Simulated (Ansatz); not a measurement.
Te(Br)(Et) (C₂H₅BrTe), SMILES C(C)[Te]Br.

Geometry optimised at B3LYP-D3(BJ)/def2-SVP. The def2 effective core potentials stand for the cores of Te; spin–orbit coupling is left out. One conformer was computed; it need not be the lowest.

Two levels are set side by side: PBE/def2-SVPD (Ansatz, a program for electronic structure) and PBE0/def2-SVPD (Ansatz). Energy differences of separate SCF runs at the same geometry; the states with an electron removed or added have multiplicity 2 and 2. Differences are taken from unrounded values.

```tsv
quantity	PBE
vertical ionisation energy (eV)	8.01
vertical electron affinity (eV)	0.96
vertical singlet–triplet gap (eV)	1.49
```

These are the PBE values. What does PBE0 give? (The exact figures need the calculation; the answer reports its results.)


```json
[
 {"quantity": "vertical ionisation energy (eV)", "PBE0": "8.19", "PBE minus PBE0": "-0.18"},
 {"quantity": "vertical electron affinity (eV)", "PBE0": "0.99", "PBE minus PBE0": "-0.03"},
 {"quantity": "vertical singlet–triplet gap (eV)", "PBE0": "1.53", "PBE minus PBE0": "-0.04"}
]
```
